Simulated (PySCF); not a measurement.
Run record: geometry optimisation, `C[Si@H](F)[GeH3]`.

Computed with PBE0-D3(BJ)/def2-SVP geometry optimisation, gas phase (PySCF 2.14.0). Start geometry: GFN2-xTB. The input is one job of a driver script: a line of settings, then coordinates in Å.

Command:
```bash
OMP_NUM_THREADS=1 python probes_run.py task.json out
```

Input:
```
{"job": {"xc": "PBE0", "basis": "def2-SVP", "d3": "d3bj", "grid": 1, "shake": 0.01, "kind": "geom"}, "charge": 0, "multiplicity": 1}
C     -1.720610    -0.301310    -0.160580
Si    -0.237590     0.774330     0.274390
F     -0.234190     2.017440    -0.768170
Ge     1.807910    -0.374040    -0.001400
H     -2.660100     0.298980    -0.133110
H     -1.656660    -0.674410    -1.173460
H     -1.836000    -1.115940     0.518280
H     -0.354020     1.443730     1.566510
H      1.700880    -1.570990    -0.875730
H      2.909580     0.415960    -0.548510
H      2.318910    -0.939570     1.286120
```

Output:
```
step   0  E = -2507.72265874  max force = 0.031545
step   1  E = -2507.72966850  max force = 0.008218
step   2  E = -2507.73069601  max force = 0.001766
step   3  E = -2507.73076717  max force = 0.000530
step   4  E = -2507.73080364  max force = 0.000553
step   5  E = -2507.73084998  max force = 0.000922
step   6  E = -2507.73090276  max force = 0.001115
step   7  E = -2507.73099571  max force = 0.000872
step   8  E = -2507.73110808  max force = 0.000814
step   9  E = -2507.73120542  max force = 0.001134
step  10  E = -2507.73132541  max force = 0.000686
step  11  E = -2507.73134521  max force = 0.000371
step  12  E = -2507.73136332  max force = 0.000211
step  13  E = -2507.73137325  max force = 0.000344
optimisation converged
```

Energies in Eh; «max force» is the largest Cartesian gradient component in Eh/bohr.

Problem. Give the first gradient maximum in eV/Å.

Solution. With 1 Eh/bohr = 51.422 eV/Å, 1.622 eV/Å.

Problem. How much energy does the optimisation release, in eV?

Solution. E(step 0) − E(last step) = 0.008715 Eh, which is 0.237 eV.

In short: final energy -2507.73137 Eh after 13 steps; dipole 1.74 D.

Problem. Where do the atoms end?

Solution. 0.380 Å rms from the input after alignment:
```
atom  x, y, z in Å
C1    -1.6081   -0.3470    0.0269
Si2   -0.0711    0.7065    0.1178
F3    -0.1537    1.8459   -1.0546
Ge4    1.9163   -0.5480   -0.2494
H5    -2.5085    0.2849    0.0794
H6    -1.6427   -0.9239   -0.9093
H7    -1.6358   -1.0543    0.8712
H8    -0.0010    1.4314    1.4223
H9     1.8483   -1.2858   -1.6004
H10    3.1577    0.3619   -0.2504
H11    2.0905   -1.6023    0.8628
```

Problem. Estimate the wall time. Hardware: an Arm Neoverse V2 with one thread, no GPU, shared host. And the peak memory of the process?

Solution. About 63 s, with 0.46 GiB resident at the peak, the Python interpreter and its libraries included.
Labels such as C1 count atoms from 1, the log's own numbers from 0.
